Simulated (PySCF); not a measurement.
**Assignment exercise: C$_{4}$H$_{9}$NOSi$_{2}$**

Geometry:
| atom | x (Å) | y (Å) | z (Å) |
| --- | --- | --- | --- |
| N1 | 0.140 | 1.118 | 2.389 |
| C2 | 0.002 | 0.066 | 1.714 |
| C3 | 0.036 | -0.090 | 0.241 |
| Si4 | 1.895 | -0.124 | -0.256 |
| C5 | -0.576 | -1.363 | -0.254 |
| C6 | -1.464 | -1.219 | -1.225 |
| O7 | -1.744 | 0.051 | -1.654 |
| Si8 | -0.977 | 1.202 | -0.761 |
| H9 | 0.275 | 1.962 | 1.831 |
| H10 | -0.145 | -0.845 | 2.290 |
| H11 | 2.526 | -1.267 | 0.403 |
| H12 | 1.984 | -0.269 | -1.708 |
| H13 | 2.513 | 1.126 | 0.186 |
| H14 | -0.299 | -2.318 | 0.157 |
| H15 | -2.012 | -1.990 | -1.739 |
| H16 | -1.948 | 1.928 | 0.051 |
| H17 | -0.214 | 2.043 | -1.675 |

PySCF 2.14.0 with density-fitted response routines calculation with PBE0/pcSseg-1 with gauge-including orbitals and GFN2-xTB structure; one computed conformer, isolated molecule, one averaged value for each set of equivalent atoms, no relativistic terms.

Scale: ¹³C, ¹H against TMS (reference shieldings calculated alike).

Question: Assign these signals to the numbered atoms. ¹³C{¹H} NMR (computed): δ 180.0 (CH), 154.8 (CH), 111.8 (CH), 42.1 (C).

Answer: 
```tsv
δ (ppm)	atoms	environment	reason
180.0	C2	C=N carbon	–
154.8	C6	alkene carbon bearing oxygen	an sp2 carbon further deshielded by the attached heteroatom
111.8	C5	β carbon of an enol-ether or enamine type C=C	the O or N lone pair pushes π density onto this β carbon and shields it
42.1	C3	allylic fully substituted sp3 carbon bonded to 2 Si	–
```

Question: Assign these signals to the numbered atoms. ¹H NMR (300 MHz, computed): δ 9.80 (br s, 1H), 8.15 (s, 1H), 6.53 (d, 1H), 5.49 (d, 1H), 5.41 (m, 1H), 5.37 (m, 1H), 3.97 (s, 3H).

Answer: 
| δ (ppm) | atoms | environment | reason |
| --- | --- | --- | --- |
| 9.80 | H9 | hydrogen on an imine nitrogen | exchangeable; this is the value without hydrogen bonding to other molecules |
| 8.15 | H10 | hydrogen on a C=N carbon | – |
| 6.53 | H15 | hydrogen on an alkene carbon bearing oxygen | attached to an sp2 carbon and in the plane of the double bond |
| 5.49 | H14 | hydrogen on a β carbon of an enol-ether or enamine type C=C | attached to an sp2 carbon and in the plane of the double bond |
| 5.41 | H17 | hydrogen on a silicon bonded to C, O, in a 5-membered ring | – |
| 5.37 | H16 | hydrogen on a silicon bonded to C, O, in a 5-membered ring | – |
| 3.97 | H11/H12/H13 | hydrogen on a silicon bonded to C | – |

H14 and H17; H17 and H16 lie closer than the usual error of such a calculation, so a measured spectrum could show them in the other order.

OH and NH positions are those of a molecule without intermolecular hydrogen bonds; in solution they move with solvent, concentration and temperature, and exchange usually removes their couplings. Shifts are as computed. Against solution values, carbons near 30 ppm lie about +3 ppm off and those near 130 ppm about +5 ppm. Of 1211 compounds with measured shifts, 218 miss one by over three times the rms of a fit or turn the order of signals round; such compounds aren't used in these exercises. No couplings were computed; multiplicities are counted from neighbouring protons, with m where these are inequivalent, close in shift, in a saturated or five-membered ring or joined by F or P, and br s for small geminal =CH2 splittings.
